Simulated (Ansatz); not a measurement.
The cluster Hf₇. Charge 0, multiplicity 1. Geometry PBE-D4/def2-SVP.

```xyz
7

Hf   -1.089    0.122    2.139
Hf    1.639   -0.468    1.695
Hf   -0.329    0.257   -2.367
Hf    2.085   -0.478   -1.096
Hf    0.390    1.608    0.098
Hf   -2.306    0.568   -0.372
Hf   -0.389   -1.608   -0.098
```

In the def2 sets Hf takes a core potential; there is no spin–orbit coupling. At HF/def2-TZVP the restricted singlet is unstable: a solution with broken spin symmetry lies lower. The restricted singlet is unstable towards broken spin symmetry at other levels; at r2SCAN-D4/def2-TZVP, r2SCAN-D4/def2-TZVPD, PBE0-D4/def2-SVP, PBE0-D4/def2-TZVP this wasn't settled. The structure comes from a short search, and lower isomers may exist.

(1) Estimate the orbital energies around the gap (eV) in Ansatz with HF/def2-TZVP, r2SCAN-D4/def2-TZVP, r2SCAN-D4/def2-TZVPD, PBE0-D4/def2-SVP, PBE0-D4/def2-TZVP.

Answers

(1) 
```tsv
orbital	HF/def2-TZVP	r2SCAN-D4/def2-TZVP	r2SCAN-D4/def2-TZVPD	PBE0-D4/def2-SVP	PBE0-D4/def2-TZVP
HOMO−9	-7.45	-4.61	-4.64	-5.43	-5.33
HOMO−8	-5.91	-3.73	-3.75	-4.44	-4.32
HOMO−7	-5.90	-3.73	-3.75	-4.44	-4.32
HOMO−6	-5.62	-3.52	-3.54	-4.27	-4.13
HOMO−5	-5.61	-3.52	-3.54	-4.27	-4.13
HOMO−4	-5.13	-3.40	-3.43	-3.95	-3.82
HOMO−3	-5.13	-3.25	-3.27	-3.86	-3.75
HOMO−2	-4.93	-3.25	-3.27	-3.86	-3.75
HOMO−1	-4.93	-2.74	-2.77	-3.45	-3.41
HOMO	-4.12	-2.74	-2.77	-3.45	-3.41
LUMO	0.29	-2.44	-2.48	-2.05	-1.98
LUMO+1	0.29	-2.44	-2.48	-2.05	-1.98
LUMO+2	1.00	-1.81	-1.88	-1.41	-1.31
LUMO+3	1.23	-1.81	-1.88	-1.41	-1.27
LUMO+4	1.23	-1.79	-1.84	-1.41	-1.27
LUMO+5	1.30	-1.79	-1.84	-1.36	-1.25
```
